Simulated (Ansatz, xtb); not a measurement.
# C4H4BClO: which of two isomers lies lower

Structure a: `OB1C=CC(Cl)=C1`, a singlet. Structure b: `OB1C=CC=C1Cl`, a singlet. Both are isolated molecules in the gas phase, relaxed with PBE-D3(BJ)/def2-SVP; the shapes shown needn't be the lowest conformers.

a (Å):

```xyz
11

C    -1.9325   -0.2482    0.1961
C    -1.6764    0.4753    1.3116
C    -0.8659    1.7063    0.9847
C    -0.5637    1.8375   -0.3309
B    -1.2320    0.5675   -0.9885
Cl   -0.4282    2.7743    2.2776
O    -1.1863    0.2767   -2.3152
H    -1.6571   -0.5496   -2.5292
H    -2.5091   -1.1854    0.2047
H    -1.9830    0.2600    2.3475
H     0.0162    2.6659   -0.7553
```

b (Å):

| atom | x (Å) | y (Å) | z (Å) |
| --- | --- | --- | --- |
| C | -1.3185 | -0.3027 | 0.9097 |
| C | -1.0239 | 0.8873 | 1.5006 |
| C | -0.9821 | 2.0506 | 0.5450 |
| C | -1.2559 | 1.6209 | -0.7105 |
| B | -1.5059 | 0.0405 | -0.6184 |
| Cl | -1.3305 | 2.5651 | -2.1614 |
| O | -1.8085 | -0.7888 | -1.6420 |
| H | -1.8611 | -0.2958 | -2.4861 |
| H | -1.3906 | -1.2536 | 1.4545 |
| H | -0.8254 | 1.0422 | 2.5747 |
| H | -0.7587 | 3.0816 | 0.8589 |

Question: Estimate E(b) − E(a) at the level CCSD(T)/def2-SVP + ΔMP2/def2-TZVPP.

Answer: Not settled: CCSD(T)/def2-SVP + ΔMP2/def2-TZVPP gives E(b) − E(a) = +0.056 eV, but this leans on the basis-set step: CCSD(T) alone gives +0.038 eV.

How the difference moves with the method:

| level | geometry | E(b) − E(a) (eV) | departure from the last row (eV) | job, with rough time for the two |
| --- | --- | --- | --- | --- |
| GFN2-xTB | GFN2-xTB | +0.015 | −0.041 | optimisation, 0.59 s |
| HF/STO-3G | GFN2-xTB | −0.051 | −0.107 | single point, 1.3 s |
| r2SCAN-D4/def2-SVP | GFN2-xTB | +0.063 | +0.007 | single point, 9 s |
| PBE-D3(BJ)/def2-SVP | PBE-D3(BJ)/def2-SVP | +0.050 | −0.006 | optimisation, 50 s |
| HF/def2-SVP | PBE-D3(BJ)/def2-SVP | +0.028 | −0.028 | part of the CCSD(T) run |
| MP2/def2-SVP | PBE-D3(BJ)/def2-SVP | +0.063 | +0.007 | part of the CCSD(T) run |
| CCSD(T)/def2-SVP | PBE-D3(BJ)/def2-SVP | +0.038 | −0.018 | single point |
| CCSD(T)/def2-SVP + ΔMP2/def2-TZVPP | PBE-D3(BJ)/def2-SVP | +0.056 |  | single point, 1.9 min |

As drawn, both hold the same kinds of bond in the same numbers.

HF/STO-3G puts the two in the other order. GFN2-xTB finds them nearly level. The largest departure from CCSD(T)/def2-SVP + ΔMP2/def2-TZVPP is that of HF/STO-3G, 0.107 eV. The last row adds to CCSD(T) the change of the MP2 difference between the two basis sets, here +0.018 eV.

With thermal terms from frequencies at re-optimised GFN2-xTB minima (ideal gas, soft modes damped towards free rotors, one conformer each, 298.15 K, 1 atm): on the last row, ΔE + ΔZPE = +0.056, ΔH = +0.058, ΔG = +0.053 eV.

The correlated steps freeze 11 core orbitals. Programs: Ansatz 0.2.0, xtb 6.7.1; the last row on 2 threads of AMD EPYC 7R43 64-Core Processor (Zen 3) on a shared host.
